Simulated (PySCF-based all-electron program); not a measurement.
Forces on WCl2O2, singlet in several shapes

All-electron Kohn–Sham DFT on the free molecule, computed near the basis limit with an in-house program on PySCF integrals; Koelling–Harmon scalar relativity, no spin–orbit coupling, spin-restricted. Forces are good to about 0.011 eV/Å. Atoms are numbered as listed.

Shape A:

```xyz
5

W     0.0000    0.0000    0.0000
O     1.0231    0.0000    1.3751
O     1.0231    0.0000   -1.3751
Cl   -1.2293    1.8893    0.0000
Cl   -1.2293   -1.8893    0.0000
```

PBE forces:

```
atom      Fx      Fy  Fz (eV/Å)
  W1   0.341   0.000      0.000
  O2  -0.138   0.000     -0.199
  O3  -0.138   0.000      0.199
 Cl4  -0.032   0.049      0.000
 Cl5  -0.032  -0.049      0.000
```

**Question.** What forces does r2SCAN give in shape A?

**Answer.** The forces move by 0.661 eV/Å (r.m.s. over the atoms) from PBE.

```
atom      Fx      Fy  Fz (eV/Å)
  W1   1.113   0.000      0.000
  O2  -0.656   0.000     -0.876
  O3  -0.656   0.000      0.876
 Cl4   0.100  -0.178      0.000
 Cl5   0.100   0.178      0.000
```

Shape B:

```xyz
5

W     0.0000    0.0000    0.0000
O     1.0231    0.0000    1.3751
O     1.0231    0.0000   -1.3751
Cl   -1.1063    1.7004    0.0000
Cl   -1.2293   -1.8893    0.0000
```

Against shape A, W1–Cl4 goes from 2.254 to 2.029 Å.

PBE forces:

```csv
atom,Fx,Fy,Fz (eV/Å)
W1,3.822,-5.734,0.000
O2,0.061,0.091,0.189
O3,0.061,0.091,-0.189
Cl4,-3.728,5.755,0.000
Cl5,-0.216,-0.203,0.000
```

**Question.** What forces does r2SCAN give in shape B?

**Answer.** The forces move by 0.651 eV/Å (r.m.s. over the atoms) from PBE.

```
atom      Fx      Fy  Fz (eV/Å)
  W1   4.614  -5.772      0.000
  O2  -0.448   0.093     -0.469
  O3  -0.448   0.093      0.469
 Cl4  -3.627   5.571      0.000
 Cl5  -0.091   0.015      0.000
```

Shape C:

```xyz
5

W     0.0000    0.0000    0.0000
O     0.9208    0.0000    1.2376
O     1.0231    0.0000   -1.3751
Cl   -1.2293    1.8893    0.0000
Cl   -1.2293   -1.8893    0.0000
```

Against shape A, W1–O2 goes from 1.714 to 1.543 Å.

PBE forces:

```csv
atom,Fx,Fy,Fz (eV/Å)
W1,-8.340,0.000,-10.823
O2,8.268,0.000,10.895
O3,0.411,0.000,-0.202
Cl4,-0.170,0.322,0.065
Cl5,-0.170,-0.322,0.065
```

**Question.** What forces does r2SCAN give in shape C?

**Answer.** The forces move by 0.665 eV/Å (r.m.s. over the atoms) from PBE.

```csv
atom,Fx,Fy,Fz (eV/Å)
W1,-7.561,0.000,-10.769
O2,7.725,0.000,10.178
O3,-0.077,0.000,0.454
Cl4,-0.044,0.109,0.069
Cl5,-0.044,-0.109,0.069
```
